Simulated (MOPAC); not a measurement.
Job for MOPAC: PM6 on IrO, 2S+1 = 4, a spin state set in the input, which need not be the lowest, a point of a bond scan (R = 1.758 Å).

```
PM6 1SCF PRECISE CHARGE=0 UHF MS=1.5 THREADS=1
IrO

Ir     0.00000000 1     0.00000000 1     0.00000000 1
O      0.00000000 1     0.00000000 1     1.75813800 1
```

Output:

```
*******************************************************************************
 **                                                                           **
 **                              MOPAC v23.2.5                                **
 **                                                                           **
 *******************************************************************************
 ** MOPAC's Digital Object Identifier: https://doi.org/10.5281/zenodo.6511958 **
 **                                                                           **
 ** Please cite the open-source release paper for use of this MOPAC version:  **
 ** J. E. Moussa and J. J. P. Stewart (2026)                                  **
 ** MOPAC: An open-source semiempirical molecular orbital program             **
 ** J. Open Source Softw., 11(119), 8025, https://doi.org/10.21105/joss.08025 **
 *******************************************************************************

                              PM6 CALCULATION RESULTS

 *******************************************************************************
 *  PM6        - The PM6 Hamiltonian to be used
 *  UHF        - UNRESTRICTED HARTREE-FOCK CALCULATION
 *
 *
 *
 *                 CHARGE ON SYSTEM = 0
 *
 *
 *
 *  MS=        - IN MECI, MAGNETIC COMPONENT OF SPIN =  1.5
 *  PRECISE    - TIGHTER CRITERIA TO BE USED
 *  1SCF       - DO 1 SCF AND THEN STOP
 *  THREADS=1  - MULTI-THREADING NOT USED
 *  T=         - A TIME OF 172800.0 SECONDS REQUESTED
 *  DUMP=N     - RESTART FILE WRITTEN EVERY 7200.0 SECONDS REQUESTED
 *******************************************************************************
PM6 1SCF PRECISE CHARGE=0 UHF MS=1.5 THREADS=1
 IrO

   ATOM   CHEMICAL          X               Y               Z
  NUMBER   SYMBOL      (ANGSTROMS)     (ANGSTROMS)     (ANGSTROMS)

     1      Ir          0.00000000  *   0.00000000  *   0.00000000  *
     2       O          0.00000000  *   0.00000000  *   1.75813800  *



          CARTESIAN COORDINATES

    NO.       ATOM           X           Y           Z

     1        Ir          0.0000      0.0000      0.0000
     2         O          0.0000      0.0000      1.7581

 General Reference for PM6:
 "Optimization of Parameters for Semiempirical Methods V: Modification of NDDO Approximations
 and Application to 70 Elements", J. J. P. Stewart, J. Mol. Mod., 13, 1173-1213 (2007)
 URL: https://link.springer.com/article/10.1007/s00894-007-0233-4

           Empirical Formula: O Ir  =     2 atoms



      MOLECULAR POINT GROUP   :   C*v


          UHF CALCULATION, NO. OF ALPHA ELECTRONS =    9
                           NO. OF BETA  ELECTRONS =    6

 -------------------------------------------------------------------------------
 PM6 1SCF PRECISE CHARGE=0 UHF MS=1.5 THREADS=1
 IrO



     1SCF WAS SPECIFIED, SO BFGS WAS NOT USED
     SCF FIELD WAS ACHIEVED


                              PM6 CALCULATION
                                                       MOPAC v23.2.5 Linux




          FINAL HEAT OF FORMATION =        142.29071 KCAL/MOL =     595.34433 KJ/MOL


          COSMO AREA              =         88.38 SQUARE ANGSTROMS
          COSMO VOLUME            =         76.55 CUBIC ANGSTROMS

          IONIZATION POTENTIAL    =          8.958292 EV
          ALPHA SOMO LUMO (EV)    =         -9.380 -5.378
          BETA  SOMO LUMO (EV)    =         -8.958 -5.796
          NO. OF ALPHA ELECTRONS  =          9
          NO. OF BETA  ELECTRONS  =          6
          MOLECULAR WEIGHT        =        208.2194         POINT GROUP:  C*v

          MOLECULAR DIMENSIONS (Angstroms)

            Atom       Atom       Distance
            O     2   Ir     1     1.75814
            O     2   Ir     1     0.00000
           Ir     1    O     2     0.00000


          SCF CALCULATIONS        =          1





   ATOM   CHEMICAL          X               Y               Z
  NUMBER   SYMBOL      (ANGSTROMS)     (ANGSTROMS)     (ANGSTROMS)

     1      Ir          0.00000000  *   0.00000000  *   0.00000000  *
     2       O          0.00000000  *   0.00000000  *   1.75813800  *

                             CARTESIAN COORDINATES

   1   Ir        0.000000000     0.000000000     0.000000000
   2    O        0.000000000     0.000000000     1.758138000


           Empirical Formula: O Ir  =     2 atoms



      MOLECULAR POINT GROUP   :   C*v


          ALPHA EIGENVALUES
 -31.47209 -16.47340 -16.43519 -16.43519  -9.97959  -9.75101  -9.75101  -9.37954
  -9.37954  -5.37831  -3.92495  -3.92495  -2.81161


           BETA EIGENVALUES
 -26.44295 -14.12229 -12.13323 -12.13323  -8.95829  -8.95829  -5.79581  -4.92326
  -4.22992  -4.22992  -3.31113  -3.31113  -1.86843


              NET ATOMIC CHARGES AND DIPOLE CONTRIBUTIONS

  ATOM NO.   TYPE          CHARGE      No. of ELECS.   s-Pop       p-Pop       d-Pop
    1         Ir           0.362711        8.6373     1.00644     0.16596     7.46489
    2          O          -0.362711        6.3627     1.89168     4.47103
 DIPOLE           X         Y         Z       TOTAL
 POINT-CHG.     0.000     0.000    -3.063     3.063
 HYBRID         0.000     0.000    -0.826     0.826
 SUM            0.000     0.000    -3.889     3.889


          ATOMIC ORBITAL ELECTRON POPULATIONS

     Atom    s        px        py        pz      x^2-y^2     xz        z^2       yz        xy
    1 Ir   1.00644   0.02465   0.02465   0.11667   2.00000   1.46844   0.52802   1.46844   2.00000
    2  O   1.89168   1.50692   1.50692   1.45719


                    (SZ)    =    1.500000
                    (S**2)  =    3.777285


          ATOMIC ORBITAL SPIN POPULATIONS

    Atom   Total    s     px     py     pz   x^2-y^2  xz     z^2    yz     xy
         Atomic
    1 Ir  1.8959  0.905  0.012  0.012 -0.028 -0.000  0.511 -0.026  0.511  0.000
    2  O  1.1041  0.046  0.478  0.478  0.103

 **********************
 *                    *
 * JOB ENDED NORMALLY *
 *                    *
 **********************




 == MOPAC DONE ==
```

The run finished.

Cost: about 0.03 core-seconds (a rough figure).
